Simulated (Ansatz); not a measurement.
`C[O][GeH]` + `O[AsH2]` → `[OH][GeH]` + `CO[AsH2]`  (redistribution)

Program: Ansatz. Geometries: PBE0-D4/def2-TZVP. ΔE: electronic, gas phase. CCSD(T)/CBS adds triple-zeta CCSD(T) − MP2 to the extrapolated MP2 energy (def2 sets, frozen cores). For As, Ge outer-core shells are correlated without core-valence functions, which leaves a few kJ/mol of doubt a bond. Scalar relativity is left out up to krypton.

```csv
species,CCSD(T)/CBS(def2) energy (Eh)
`C[O][GeH]`,-2191.71863
`O[AsH2]`,-2311.97217
`[OH][GeH]`,-2152.47759
`CO[AsH2]`,-2351.21577
```

Task: Work out ΔE.

Result: ΔE = (-2152.47759) + (-2351.21577) − (-2191.71863) − (-2311.97217) = -0.00256 Eh = -6.7 kJ/mol.

Task: What do rigid-rotor, harmonic-oscillator terms from PBE0-D4/def2-TZVP frequencies (298.15 K, 1 bar) make of the CCSD(T)/CBS value? (An estimate is asked.)

Result: Computed: ΔZPE = +0.9 kJ/mol, ΔH = -6.7 kJ/mol, ΔS = -8 J/(mol·K), ΔG = -4.4 kJ/mol.

Largest T1 diagnostic among the species: 0.016.

Leaving LDA and LC-ωPBE aside and taking each functional with its dispersion term where it has one, the values, not all of them listed here, spread over 2.8 kJ/mol, from ωB97M-V to BLYP-D4.
